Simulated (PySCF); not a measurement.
Si(Cl)(Br)(Me)(OH) (CH4BrClOSi), SMILES C[Si](Br)(Cl)O. The structure is a stationary point at PBE-D3(BJ)/def2-SVP. The structure was generated by enumeration, and PubChem lists no compound with its InChIKey, so it may never have been made. The values are those of a single conformer.

The numbers are results of PBE-D3(BJ)/def2-SVP (PySCF 2.14.0), not measurements.

Harmonic wavenumbers (cm⁻¹): 132, 138, 145, 206, 214, 255, 293, 395, 527, 718, 749, 781, 834, 915, 1222, 1372, 1374, 2988, 3094, 3102, 3758. Rotational constants (GHz): 2.462, 1.226, 1.065; symmetry number 1.

Problem. Work out the zero-point energy and the ideal-gas rigid-rotor harmonic-oscillator thermochemistry at 298.15 K and 1 atm.

Solution. ZPE = ½ Σ hcν = ½ × 23215 cm⁻¹ = 33.19 kcal/mol. H − E(el) = 38.66 kcal/mol. Entropy in cal/(mol K): translation 41.39, rotation 28.99, vibration 18.44, total 88.83. G − E(el) = 12.18 kcal/mol. Cp = 27.17 cal/(mol K). Modes under 150 cm⁻¹ make the vibrational entropy uncertain.
